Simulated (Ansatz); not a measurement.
An input meant for the cluster Ta₄ (charge 0, singlet; atoms displaced at random, 0.08 Å in each coordinate).

```yaml
crystal:
  periodic: [false, false, false]
  atoms:
    - {symbol: Ta, position_ang: [-0.719419, -1.187405, 0.703777]}
    - {symbol: Ta, position_ang: [1.490623, -0.362063, -0.112142]}
    - {symbol: Ta, position_ang: [-0.327361, 1.431660, 0.969079]}
    - {symbol: Ta, position_ang: [-0.419412, 0.251133, -1.532376]}
basis:
  gaussian: {orbitals: def2-mTZVPP, final_grid: {core_spheres: 1, valence_spheres: 1, degree: 3}}
hamiltonian: {xc: {name: PBE}}
scf: {omitted_lower_state_checks: [starts]}
```

```sh
$ ansatz run in.yaml --threads 4 --pin off --events-out ev --progress --plain --max-ram 3916MiB
```

Output, abridged:

```
Functional definition: PBE
1348 factors; their error is unknown
mean field evaluation 1: about -6183.8750 eV, gradient 8.0e1 eV
mean field evaluation 2: about -5790.6620 eV, gradient 2.8e2 eV
mean field evaluation 4: about -6156.6108 eV, gradient 1.3e2 eV
mean field evaluation 8: about -6219.8557 eV, gradient 1.2e2 eV
mean field evaluation 16: about -6375.4794 eV, gradient 4.8e0 eV
a density is far from that of the atoms, so the factors are made again for it
1769 factors; integrals over basis functions are off by at most 1.6e-4 eV
mean field evaluation 32: about -6356.4171 eV, gradient 3.9e1 eV
mean field -6375.59538794 eV, -234.2988089730 hartree, gradient 1.7e-5 eV, S^2 0.000000; 0 other end points of the search recorded, 0 dependent functions left out
reference -6375.59546999 eV, -234.2988119884 hartree; 26, 26 occupied and 118, 118 virtual orbitals, 1769 factors
Total energy: -6375.59546999 eV, -234.2988119884 hartree
Checks for a lower state left out: starts
```

Question: Something in this input is off. What?

Answer: The integration grid is far too coarse. Self-consistency was reached. The result belongs to that input, not to the species as meant.
